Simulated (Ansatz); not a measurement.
Z-matrix (Å, degrees):
```
Si
Sn 1 2.575
O 1 1.654 2 111.8
H 1 1.484 2 110.2 3 -116.8
H 1 1.492 2 109.5 3 123.8
Si 2 2.563 1 112.1 3 61.2
H 2 1.715 1 109.3 3 -59.5
H 2 1.712 1 110.3 3 -176.5
H 3 0.958 1 117.6 2 61.0
H 6 1.487 2 109.9 1 58.8
H 6 1.487 2 111.2 1 179.1
H 6 1.487 2 109.8 1 -60.6
```

Charge 0, multiplicity 1. Sn takes the def2 core potential.

Q: List the ωB97M-V/def2-TZVPP orbital energies in eV (Ansatz 0.2.0). (Estimate.)

A: Computed: Occupied: -1807.66, -1807.01, -526.37, -148.64, -148.10, -142.70, -102.77, -102.75, -102.73, -102.22, -102.20, -102.20, -97.25, -97.24, -97.24, -31.08, -30.86, -30.83, -30.79, -30.73, -30.73, -18.83, -18.09, -16.53, -15.23, -13.52, -13.12, -12.29, -12.20, -11.63, -11.15, -10.15, -9.29. Lowest empty: 0.98, 1.30, 1.56, 1.91, 2.22, 2.51, 3.03, 3.35.
